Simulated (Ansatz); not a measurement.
`C[N]([SiH2]Cl)[GeH2][Cl]` and `BN(C)[SiH2]Cl` differ in one atom or group.

Ansatz, PBE0-D4/def2-TZVP geometries, multiplicity 1. Each molecule was computed in one conformer, which needn't be the lowest.

Scalar relativity is left out up to krypton.

```
                                        property  `C[N]([SiH2]Cl)[GeH2][Cl]`
  size of the dipole moment (PBE/def2-TZVPP) / D                        0.74
              HOMO energy (PBE0/def2-TZVPP) / eV                       -7.68
             HOMO energy (B3LYP/def2-TZVPP) / eV                       -7.44
         HOMO–LUMO gap (ωB97M-V/def2-TZVPP) / eV                       11.63
size of the dipole moment (B3LYP/def2-TZVPP) / D                        0.70
           HOMO–LUMO gap (B3LYP/def2-TZVPP) / eV                        6.99
```

Problem. What does the change do to each property? (Estimate.)

Solution. Ansatz gave: 
```json
{"property": "size of the dipole moment (PBE/def2-TZVPP) / D", "`BN(C)[SiH2]Cl`": "1.43", "shift": "0.69"}
{"property": "HOMO energy (PBE0/def2-TZVPP) / eV", "`BN(C)[SiH2]Cl`": "-8.40", "shift": "-0.72"}
{"property": "HOMO energy (B3LYP/def2-TZVPP) / eV", "`BN(C)[SiH2]Cl`": "-8.16", "shift": "-0.72"}
{"property": "HOMO–LUMO gap (ωB97M-V/def2-TZVPP) / eV", "`BN(C)[SiH2]Cl`": "12.13", "shift": "0.50"}
{"property": "size of the dipole moment (B3LYP/def2-TZVPP) / D", "`BN(C)[SiH2]Cl`": "1.43", "shift": "0.73"}
{"property": "HOMO–LUMO gap (B3LYP/def2-TZVPP) / eV", "`BN(C)[SiH2]Cl`": "7.55", "shift": "0.56"}
```

With PBE0 the HOMO falls by 0.72 eV and the LUMO falls by 0.21 eV, so the gap widens by about 0.51 eV. PBE moves the HOMO by -0.79 eV and ωB97M-V by -0.76 eV. Dipoles are sizes alone; their direction can turn.

B3LYP here is the variant with VWN-RPA as its local correlation; programs differ in this.
